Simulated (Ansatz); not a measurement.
Cost and result for the atomization energy of F2H3N2Si (`[NH][Si](N)(F)F`) radical (8 atoms, 7 bonds).

Total charge 0; spin multiplicity 2. The geometry is a stationary point of PBE0-D4/def2-TZVP. It is one conformer, not always the lowest. Program: Ansatz. All runs use 4 threads of an Intel Xeon 6975P-C on a shared host. Times are those of one run each, without the atoms' runs, and a repeat can differ threefold. Electronic energies, without spin–orbit coupling; frozen cores. CCSD(T)/CBS adds CCSD(T) − MP2 in def2-TZVPP to the MP2 limit, and its time is that of the two runs behind it. T1 = 0.012; ⟨S²⟩ of the reference is 0.76. B3LYP takes the VWN-RPA correlation (the form of Gaussian; ORCA's B3LYP/G).

CCSD(T)/CBS is a level of theory with its own doubt, some kJ/mol a heavy atom from the limit and from the frozen cores, so smaller differences don't rank the functionals.

| level | functions | wall time |
| --- | --- | --- |
| LDA (SPW92)/def2-TZVPP | 208 | 1.2 s |
| BLYP-D4/def2-TZVPP | 208 | 1.8 s |
| PBE0-D4/def2-TZVPP | 208 | 2.5 s |
| r2SCAN-D4/def2-TZVPP (with forces) | 208 | 3.2 s |
| B3LYP-D4/def2-TZVPP (with forces) | 208 | 3.3 s |
| B2PLYP/def2-TZVPP | 208 | 3.6 s |
| PBE-QIDH/def2-TZVPP | 208 | 3.8 s |
| r2SCANh-D4/def2-TZVPP | 208 | 3.9 s |
| CCSD(T)/def2-SVP | 89 | 5.5 s |
| ωB97X-V/def2-TZVPP | 208 | 6.5 s |
| MP2/def2-QZVPP | 388 | 16 s |
| CCSD(T)/def2-TZVPP | 208 | 83 s |
| CCSD(T)/CBS(def2) | – | 98 s |

Task: What atomization energy does each give, and how far from CCSD(T)/CBS? (An estimate is asked.)

Result: The calculation gave: 
```tsv
level	atomization (kcal/mol)	difference from CCSD(T)/CBS	per bond
LDA (SPW92)/def2-TZVPP	840.4	111.3	15.9
BLYP-D4/def2-TZVPP	734.3	5.2	0.7
PBE0-D4/def2-TZVPP	721.2	-7.9	-1.1
r2SCAN-D4/def2-TZVPP (with forces)	727.3	-1.8	-0.3
B3LYP-D4/def2-TZVPP (with forces)	728.6	-0.5	-0.1
B2PLYP/def2-TZVPP	720.6	-8.5	-1.2
PBE-QIDH/def2-TZVPP	714.5	-14.6	-2.1
r2SCANh-D4/def2-TZVPP	719.8	-9.3	-1.3
CCSD(T)/def2-SVP	651.5	-77.6	-11.1
ωB97X-V/def2-TZVPP	731.1	2.0	0.3
MP2/def2-QZVPP	738.5	9.4	1.3
CCSD(T)/def2-TZVPP	701.5	-27.6	-3.9
CCSD(T)/CBS(def2)	729.1	0.0	0.0
```

From PBE to PBE0 (25 % exact exchange), in def2-TZVPP and without D4, the atomization energy moves by −20.8 kcal/mol: exact exchange takes away binding that semilocal exchange gives to molecules. At CCSD(T), def2-SVP lies −77.6 kcal/mol from the extrapolated value and def2-TZVPP −27.6 kcal/mol: correlation converges slowly with the basis, and small sets miss more of it in the bonded molecule than in its fragments. The D4 term adds +6.0 kcal/mol with B3LYP and +3.1 kcal/mol with PBE0; it sums over pairs of atoms, weighted by their polarisabilities, and B3LYP, whose exchange is more repulsive, gets the larger term.
